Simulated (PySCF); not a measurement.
**Dipole moment and polarisability of `CC(C)[C@@H](F)[C@H](C)CCl`**

Species: C7H14ClF.
Structure used (PBE0-D3(BJ)/def2-SVP), in Å, numbered top down from 1:
```xyz
23
C7H14ClF angstrom
C     -2.0573    1.5023    0.4864
C     -1.0361    0.5282   -0.0911
C     -1.4733    0.0060   -1.4546
C      0.3330    1.1939   -0.1605
F      0.6829    1.6114    1.1193
C      1.4809    0.3409   -0.6937
C      1.7052   -0.9166    0.1402
C      2.7672    1.1539   -0.7480
Cl     2.6757    2.5008   -1.9250
H     -3.0333    1.0131    0.6242
H     -2.2047    2.3618   -0.1885
H     -1.7239    1.8894    1.4588
H     -0.9497   -0.3248    0.6048
H     -0.8303   -0.8083   -1.8203
H     -2.5015   -0.3824   -1.4064
H     -1.4599    0.8098   -2.2095
H      0.2586    2.1050   -0.7813
H      1.2308    0.0575   -1.7291
H      1.8588   -0.6564    1.1981
H      0.8431   -1.5966    0.0820
H      2.5877   -1.4731   -0.2090
H      2.9878    1.5968    0.2326
H      3.6137    0.5269   -1.0572
```

Level: B3LYP/def2-SVPD (PySCF), static field, nuclei fixed, core orbitals frozen in the response. The polarisability tensor in these axes (au):

```
x   108.35   1.67  -3.79
y     1.67  99.95  -5.48
z    -3.79  -5.48  94.84
```

Q: Diagonalise the tensor; give its mean and Δα, where Δα² is half the sum of the squared differences of the eigenvalues.

A: Principal values 91.03, 101.77 and 110.35 au; mean 101.05 au = 14.97 Å³ = 16.66 × 10⁻⁴⁰ C²·m²/J; Δα = 16.77 au (17 % of the mean).

Q: What is the dipole moment, and where does it point?

A: (-0.73, -2.33, -0.15) D, 2.44 D in size, pointing from the negative to the positive side. Measured along this direction, the outermost atoms are Cl9 at the negative end and H20 and H15 at the positive end.

Q: Rayleigh depolarisation ratio (linearly polarised light, static tensor)?

A: ρ = 3Δα²/(45ᾱ² + 4Δα²) = 843.8/(459504 + 1125.0) = 0.00183.

Q: In a dilute gas of rigid molecules at 500 K, how does the orientational term μ²/3kT compare with the electronic polarisability?

A: In Gaussian units μ²/3kT = 28.78 Å³ against 14.97 Å³, a ratio of 1.92; the Debye molar polarisation (4π/3)N_A(α + μ²/3kT) is 110.4 cm³/mol, leaving out the vibrational part.

Q: Find the Langevin capture rate constant for NH4+ (18.034 u) meeting this molecule (152.077 u), k = 2.342 × 10⁻⁹ cm³/s × √(α in Å³ / reduced mass in u).

A: The reduced mass is 16.12 u, so k = 2.26 × 10⁻⁹ cm³/s. The formula leaves out the permanent dipole, which adds to the capture rate.

The structure is a single PBE0-D3(BJ)/def2-SVP conformer in the gas phase; no vibrational or solvent corrections.
